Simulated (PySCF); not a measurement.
Computed IR spectrum (relative IR intensity) of a molecule C₄H₄F₂. Geometry: TPSSh-D3(BJ)/def2-SVP. Other conformers were not sampled. Calculation: TPSSh-D3(BJ)/def2-SVP (PySCF). Frequencies are harmonic and unscaled.

| ν (cm⁻¹) | relative intensity |
|---|---|
| 349 | 2.5 |
| 420 | 8.1 |
| 501 | 11 |
| 873 | 23 |
| 887 | 8.5 |
| 1061 | 3.8 |
| 1087 | 100 |
| 1115 | 92 |
| 1142 | 21 |
| 1369 | 10 |
| 1409 | 30 |
| 1481 | 11 |
| 2070 | 34 |
| 3093 | 15 |

Q: Which structure fits?
A. C=C=CC(F)F
B. FC1=CC[C@H]1F
C. CC#CC(F)F
D. C=C/C(F)=C/F

A: A, C=C=CC(F)F
